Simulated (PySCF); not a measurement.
Löwdin shares of the frontier orbitals

C4H7ClO2Si.
Geometry (GFN2-xTB, Å), atoms numbered from 1 in this order:
```xyz
15
C4H7ClO2Si angstrom
O     -0.8536    1.6462   -0.5533
C     -1.9081    1.1238   -0.3419
O     -2.1371    0.0657    0.4081
C     -0.9886   -0.5518    1.0223
C     -0.2187   -1.3431    0.0092
C      0.9506   -0.9939   -0.5067
Si     2.0177    0.5276   -0.1619
Cl     2.3428    1.4024   -1.9421
H     -2.8692    1.4812   -0.7509
H     -0.3642    0.2233    1.4714
H     -1.4051   -1.2004    1.7960
H     -0.7326   -2.2354   -0.3309
H      1.3654   -1.6609   -1.2555
H      3.2970    0.0118    0.3390
H      1.4993    1.5113    0.7754
```

Computed, not measured: PySCF 2.14.0, density-fitted response routines, TDDFT CAM-B3LYP/def2-SVPD, vertical, gas phase, core orbitals frozen in the response.

Kohn–Sham orbitals with the atoms that hold most of them (Löwdin shares over 4%, at most four atoms; ? is withheld):

```csv
orbital,ε (eV),atoms
LUMO+2,1.16,"Si7 19%, C5 12%, C4 9%, C2 9%"
LUMO+1,0.98,"C2 34%, O1 26%, O3 16%, H9 8%"
LUMO,?,"C5 27%, C6 27%, Si7 11%, Cl8 7%"
HOMO,-9.46,?
HOMO-1,-9.92,?
HOMO-2,-10.02,"Cl8 36%, Si7 14%, C6 12%, H15 9%"
HOMO-3,-10.34,"O1 33%, Cl8 26%, O3 10%, C2 6%"
```

(1) Which atoms hold the HOMO-1, and with what shares?

(2) Give the leading atoms of the HOMO.

(3) What is the LUMO energy, and the HOMO–LUMO gap?

Answers

(1) Cl8 (bonded to Si) 36%; Si7 (bonded to C, Cl and 2 H) 17%; H14 (bonded to Si) 13%; O1 (bonded to C) 13%.

(2) C6 (bonded to C, Si and H) 30%; C5 (bonded to 2 C and H) 29%; O1 (bonded to C) 14%; Cl8 (bonded to Si) 5%. By element: carbon 59% or more, oxygen 14% or more, chlorine 5%.

(3) ε(LUMO) = 0.17 eV; the gap is 9.63 eV (0.3541 hartree).

Problem. The HOMO–LUMO gap is 9.63 eV. Where does the response calculation put the lowest singlet, and from which orbitals?

Solution. S1 is at 5.92 eV (f = 0.0015), 3.72 eV below the gap, made of HOMO-3→LUMO+1 (30%), HOMO→LUMO+1 (30%), HOMO-1→LUMO+1 (16%). Its leading pair isn't HOMO and LUMO; the energies of that pair differ by 11.32 eV. 

Next come S2 at 6.44 eV (f 0.0027), HOMO-2→LUMO (52%), HOMO-1→LUMO (29%); S3 at 6.78 eV (f 0.277), HOMO→LUMO (89%); S4 at 7.13 eV (f 0.0088), HOMO-1→LUMO (56%), HOMO-2→LUMO (29%); S5 at 7.49 eV (f 0.049), HOMO-3→LUMO (58%), HOMO-4→LUMO (20%).

The run took 96 s on Intel Xeon at 2.70 GHz, one thread, shared host, and the process peaked at 1.1 GiB of memory.

One conformer stands for the species.
